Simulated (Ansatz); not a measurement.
Relaxation of CH₇BN₂Te (12 atoms, charge 0, multiplicity 1), to a largest force component of 0.02 eV/Å in at most 50 steps.

Method: RKS PBE0/def2-SVP in Ansatz.

```xyz
12
Properties=species:S:1:pos:R:3:forces:R:3
N -2.411 0.343 0.213 -2.74 9.19 1.15
B -1.234 -0.357 -0.299 9.47 1.29 -2.37
N 0.097 0.346 -0.334 0.77 -0.99 -0.01
C 1.153 -0.380 0.512 -3.15 0.41 -1.25
Te 2.963 0.630 0.515 0.24 0.01 0.31
H -2.255 0.713 1.176 -0.02 0.32 -0.71
H -2.529 1.252 -0.377 -0.30 -1.95 0.43
H -1.294 -1.452 -0.684 -0.90 -1.08 -0.61
H 0.476 0.325 -1.265 0.02 0.38 -0.89
H 1.247 -1.419 0.148 0.03 0.02 0.49
H -2.145 -0.544 0.410 -3.39 -7.84 3.38
H 3.156 0.384 -1.158 -0.02 0.23 0.08
```

Problem. Where does it end, and by what steps?

Solution. The run converged. After 21 steps the energy has fallen by 8.128 eV; H12 moved furthest, 2.02 Å. The start is strongly strained (largest force component 9 eV/Å), so its close contacts needn't be bonds. Parted: B2–H11 (1.17 → 2.21 Å). Joined: B2–C4 (2.52 → 1.57 Å).

```csv
step,energy less start (eV),largest force component (eV/Å),accepted
0,0.0000,9.467,yes
1,-2.4121,6.281,yes
2,-4.7180,3.362,yes
3,-6.1023,3.892,yes
4,-6.8869,2.548,yes
5,-7.3160,0.917,yes
6,-7.5786,0.690,yes
7,-7.7494,0.386,yes
8,-7.8781,0.487,yes
9,-7.9617,0.344,yes
10,-8.0199,0.310,yes
11,-8.0666,0.365,yes
12,-8.1002,0.230,yes
13,-8.1125,0.227,yes
14,-8.1071,0.234,no
15,-8.1223,0.047,yes
16,-8.1258,0.063,yes
17,-8.0930,0.399,no
18,-8.1272,0.066,yes
19,-8.1281,0.031,yes
20,-8.1281,0.023,yes
21,-8.1282,0.011,yes
```

```xyz
12
Properties=species:S:1:pos:R:3
N -1.594 0.434 0.522
B -0.873 -0.625 -0.437
N 0.101 0.087 -1.306
C 0.687 -0.696 -0.255
Te 1.742 0.413 1.315
H -0.835 0.946 1.012
H -2.141 1.108 -0.016
H -1.597 -1.557 -0.723
H 0.311 -0.239 -2.244
H 1.264 -1.592 -0.511
H -2.199 0.003 1.221
H 2.358 1.560 0.276
```

Whether the end is a true minimum wasn't checked by a vibrational analysis.

The run took 36 s on 2 threads of AMD EPYC 9R45 96-Core Processor (Zen 5), with other jobs on the host, peak memory 0.31 GiB.
